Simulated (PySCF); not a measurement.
Calculation: PBE-D3(BJ)/def2-TZVP // B3LYP-D3(BJ)/def2-TZVP in PySCF. Isolated molecules, 0 K electronic values unless said otherwise. One relaxed conformer stands for a flexible species; it need not be the lowest. Excitations are Tamm–Dancoff values on a coarser integration grid. The basis has no diffuse functions, so Rydberg states are missing or too high.

Reference species (SMILES): `[OH][Al]([OH])[SiH3]` (H–O–Al–Si torsion 180°, Si–Al–O–H torsion -180°) (neutral, multiplicity 1).

```
Item                   Value
-------------------  -------
S1–T1 gap (TDA)      1.22 eV
S1 excitation (TDA)  6.03 eV
T1 excitation (TDA)  4.81 eV
```

After one change: the S1–T1 gap (TDA) decreases by 0.63 eV; the S1 excitation (TDA) decreases by 2.27 eV; the T1 excitation (TDA) falls by 1.63 eV.

Q: What was changed between the two runs? The new species is one of these.
A) `[SiH3][Al]([SiH3])[SiH3]`
B) `[OH][Al]([OH])[OH]`
C) `[OH][Al]([SiH3])[SiH3]` (H–O–Al–Si torsion 180°)

A: C, `[OH][Al]([SiH3])[SiH3]` (H–O–Al–Si torsion 180°)
